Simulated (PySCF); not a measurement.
# Computed records: C2H6BGe

Computed with PySCF 2.14.0. Calculation on a computer-drawn molecule: optimised geometry and harmonic frequencies of an isolated molecule of the commonest isotopes, restricted reference for singlets and unrestricted otherwise, frozen core in MP2; on germanium a core potential holds 10 electrons, which the energies leave out, and 3d is frozen in MP2 and coupled-cluster steps.

Entry: C2H6BGe

Start structure:
```xyz
10
C2H6BGe
B      0.4602    -1.7286    -1.1962
C      0.7902    -0.5274    -0.5469
Ge    -0.2307     1.0758    -0.2876
C     -2.0659     1.3933    -0.8613
H      0.0323    -2.6534    -1.7390
H      1.7416    -0.4510    -0.1699
H      0.5393     2.1697     0.4733
H     -2.5104     0.4875    -1.3928
H     -2.0644     2.3094    -1.5406
H     -2.7162     1.6643    -0.0205
```

```
charge                                        : 1
multiplicity                                  : 1
method                                        : HF
basis                                         : cc-pVDZ
basis and core potential on germanium         : cc-pVDZ-PP ECP10MDF
rotational constants                          : 9.456, 3.603, 2.652 GHz
total energy                                  : -397.0014 hartree
convergence status largest gradient component : 2.793e-05 hartree/bohr
```

Drawn bonds:
| atom | other atom | order |
| --- | --- | --- |
| 1 | 2 | 2 |
| 2 | 3 | 1 |
| 3 | 4 | 1 |
| 1 | 5 | 1 |
| 2 | 6 | 1 |
| 3 | 7 | 1 |
| 4 | 8 | 1 |
| 4 | 9 | 1 |
| 4 | 10 | 1 |

Optimised structure:
```xyz
10
C2H6BGe
B      0.2950    -1.5833    -1.1932
C      0.7987    -0.4548    -0.5235
Ge    -0.1949     1.0683    -0.2770
C     -2.0039     1.3151    -0.8858
H     -0.1613    -2.5047    -1.7577
H      1.8116    -0.4595    -0.1277
H      0.4744     2.2076     0.4625
H     -2.3865     0.4316    -1.3935
H     -2.0263     2.1714    -1.5634
H     -2.6307     1.5479    -0.0223
```

Modes:
| frequency (cm⁻¹) | reduced mass (dalton) |
| --- | --- |
| 85.11 | 1.04 |
| 132.3 | 2.83 |
| 161.1 | 2.76 |
| 255.3 | 3.241 |
| 467.7 | 1.066 |
| 623.3 | 4.025 |
| 674.4 | 1.224 |
| 701.4 | 2.794 |
| 722.2 | 1.164 |
| 811.9 | 1.299 |
| 852 | 1.229 |
| 885.1 | 1.536 |
| 950.2 | 1.209 |
| 1087 | 1.254 |
| 1394 | 1.194 |
| 1496 | 5.286 |
| 1536 | 1.051 |
| 1539 | 1.074 |
| 2328 | 1.021 |
| 2972 | 1.127 |
| 3188 | 1.033 |
| 3281 | 1.102 |
| 3315 | 1.102 |
| 3315 | 1.092 |
